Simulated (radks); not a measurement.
Yb, configuration [Xe] 4f14 6s2 (the NIST ground configuration).

Calculated with a radial shooting solver on a logarithmic mesh with Libxc functionals: Dirac Kohn-Sham, PBE, spin-unpolarised, spherical densities, finite nucleus; Fermi nuclear charge, rms radius 5.3108 fm.

Energy parts (eV):
part                      energy
total                 -382980.76
kinetic                425343.98
electron-nucleus      -950965.25
Hartree                150657.42
exchange-correlation    -8016.92

Orbitals (lengths in bohr, moments of r in powers of bohr; r(90%) holds 90 % of the orbital's charge):
orbital	occ.	eigenvalue (eV)	<r>	<r^4>	r(90%)	small-component weight
1s1/2	2	-61150.10	0.01966	7.560e-07	0.0357	6.90e-02
2s1/2	2	-10354.52	0.08275	0.0001156	0.129	1.55e-02
2p1/2	2	-9877.589	0.06872	0.00007038	0.114	1.55e-02
2p3/2	4	-8830.585	0.07622	0.00009810	0.124	1.42e-02
3s1/2	2	-2333.828	0.2163	0.004344	0.318	5.03e-03
3p1/2	2	-2123.074	0.2061	0.003875	0.310	4.97e-03
3p3/2	4	-1900.842	0.2201	0.004959	0.329	4.59e-03
3d3/2	4	-1541.737	0.1935	0.003443	0.301	4.47e-03
3d5/2	6	-1493.182	0.1978	0.003714	0.307	4.36e-03
4s1/2	2	-459.1266	0.4878	0.1054	0.701	1.62e-03
4p1/2	2	-373.7953	0.4956	0.1175	0.722	1.54e-03
4p3/2	4	-323.4969	0.5280	0.1513	0.769	1.39e-03
4d3/2	4	-183.0882	0.5534	0.2076	0.833	1.20e-03
4d5/2	6	-173.9313	0.5649	0.2256	0.850	1.16e-03
5s1/2	2	-54.8038	1.209	4.110	1.75	3.22e-04
5p1/2	2	-31.7930	1.369	7.339	2.02	2.50e-04
5p3/2	4	-25.7111	1.489	10.45	2.21	2.12e-04
6s1/2	2	-3.9227	3.926	507.9	5.87	2.82e-05
4f5/2	6	-3.7622	0.7780	3.017	1.36	7.08e-04
4f7/2	8	-2.4461	0.8042	4.186	1.42	6.85e-04

The highest occupied level is 4f7/2 at -2.446 eV. For comparison, the ionisation energy in NIST's Atomic Spectra Database is 6.254 eV (measured). In exact Kohn-Sham theory the highest level is minus the ionisation energy, but local and semilocal functionals leave it too shallow, through self-interaction and a potential that decays too fast; potentials with the right tail come closer. The electron density at the nucleus is 1.027e+06 e/bohr^3.
